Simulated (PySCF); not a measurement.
**`C#CC/C=C\C(C)=C/Cl`: 4 charge schemes on one density**

C₈H₉Cl.
Geometry (GFN2-xTB, Å), atoms numbered from 1 in this order:
```
atom  x, y, z in Å
C1     2.975    1.202   -0.479
C2     2.313    0.658    0.356
C3     1.503   -0.033    1.345
C4     0.823   -1.220    0.724
C5    -0.388   -1.290    0.170
C6    -1.383   -0.252   -0.049
C7    -0.990    1.198   -0.110
C8    -2.666   -0.564   -0.260
Cl9   -3.305   -2.162   -0.205
H10    3.561    1.692   -1.198
H11    2.163   -0.377    2.149
H12    0.780    0.664    1.769
H13    1.417   -2.125    0.739
H14   -0.708   -2.266   -0.176
H15   -0.992    1.640    0.886
H16    0.004    1.307   -0.536
H17   -1.699    1.754   -0.719
H18   -3.419    0.181   -0.464
```

Density: PBE0/pcSseg-1 (PySCF); schemes: Mulliken, IAO, Hirshfeld and ESP-fitted. Isolated species at its GFN2-xTB geometry (one conformer only).

**Question.** Give the atomic charges in each scheme.

**Answer.** In e:

| atom | environment | Mulliken | IAO | Hirshfeld | ESP-fitted |
| --- | --- | --- | --- | --- | --- |
| C1 | terminal alkyne carbon | -0.358 | -0.255 | -0.120 | -0.533 |
| C2 | alkyne carbon | +0.153 | -0.022 | -0.034 | +0.129 |
| C3 | allylic carbon | -0.127 | -0.281 | -0.050 | -0.257 |
| C4 | alkene CH carbon | -0.135 | -0.134 | -0.030 | -0.021 |
| C5 | alkene CH carbon | -0.052 | -0.159 | -0.058 | -0.480 |
| C6 | fully substituted alkene carbon | -0.334 | -0.001 | -0.001 | +0.620 |
| C7 | allylic carbon | -0.172 | -0.420 | -0.114 | -0.762 |
| C8 | vinylic C–Cl carbon | -0.038 | -0.189 | -0.042 | -0.490 |
| Cl9 | vinyl chlorine | -0.102 | -0.026 | -0.025 | -0.042 |
| H10 | alkyne hydrogen | +0.042 | +0.201 | +0.091 | +0.332 |
| H11 | methylene hydrogen | +0.166 | +0.176 | +0.064 | +0.155 |
| H12 | methylene hydrogen | +0.163 | +0.168 | +0.057 | +0.137 |
| H13 | vinylic hydrogen | +0.111 | +0.154 | +0.049 | +0.137 |
| H14 | vinylic hydrogen | +0.122 | +0.160 | +0.031 | +0.189 |
| H15 | methyl hydrogen | +0.139 | +0.149 | +0.045 | +0.201 |
| H16 | methyl hydrogen | +0.165 | +0.162 | +0.038 | +0.248 |
| H17 | methyl hydrogen | +0.128 | +0.151 | +0.049 | +0.183 |
| H18 | vinylic hydrogen | +0.130 | +0.165 | +0.051 | +0.252 |

Mean size of the charges over all atoms: ESP-fitted 0.287 e, IAO 0.165 e, Mulliken 0.147 e, Hirshfeld 0.053 e. Each set sums to the total charge, 0, to within 0.001 e. The Hirshfeld scheme divides the density at each point in proportion to the densities of the neutral, spherically averaged free atoms.

Lowest charge. The schemes don't all agree: Mulliken C1 (-0.358); IAO C7 (-0.420); Hirshfeld C1 (-0.120); ESP-fitted C7 (-0.762).

Highest charge. The schemes don't all agree: Mulliken H11 (+0.166); IAO H10 (+0.201); Hirshfeld H10 (+0.091); ESP-fitted C6 (+0.620).

**Question.** Sum the charges by element, for elements with more than one atom.

**Answer.** 
```tsv
element	atoms	Mulliken	IAO	Hirshfeld	ESP-fitted
C	8	-1.064	-1.460	-0.450	-1.792
H	9	+1.167	+1.486	+0.475	+1.834
```

**Question.** How closely do the schemes follow one another over all atoms?

**Answer.** Correlation coefficient and root-mean-square difference: IAO with Hirshfeld 0.95, 0.134 e; IAO with ESP-fitted 0.84, 0.217 e; Hirshfeld with ESP-fitted 0.82, 0.303 e; Mulliken with Hirshfeld 0.74, 0.130 e; Mulliken with IAO 0.74, 0.131 e; Mulliken with ESP-fitted 0.42, 0.319 e.
